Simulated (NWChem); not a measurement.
Molecule: CaH2SO; SMILES [OH][Ca][SH]

```xyz
5

Ca     0.4611    -0.4578     0.3387
O      0.2951    -2.3997    -0.0259
H      0.1492    -3.3196    -0.2481
S     -0.1672     2.0759     0.1921
H     -1.2316     1.8859    -0.6208
```
Atoms are numbered in this order, from 1.

Results from NWChem. Pople sets run with spherical d functions. STO-3G and 3-21G are far too small for this property and stand as cheap habits. Geometry: optimised at PBE0/def2-SVP. GIAO values for the isolated, static molecule; σ is the absolute isotropic shielding, δ = σ(reference) − σ with the isolated reference molecule computed at the same levels (1H: tetramethylsilane, 17O: water).

```tsv
level	σ Ca1 (ppm)	δ O2 (ppm)	δ H3 (ppm)	σ S4 (ppm)	δ H5 (ppm)	relative time
B3LYP/6-311G**	1006.0	96.1	-0.92	738.6	-1.24	10
PBE0/pcSseg-2	1024.2	113.8	-0.74	730.0	-0.72	70
Hartree-Fock/6-31G*	1186.3	7.7	-1.36	849.7	-2.10	10
BHandHLYP/pcSseg-1	1055.9	90.3	-0.57	749.2	-0.99	20
Hartree-Fock/STO-3G	1210.8	-152.9	-8.11	1272.8	-4.07	1
```

The last column is a rough cost ratio, cheapest run = 1.
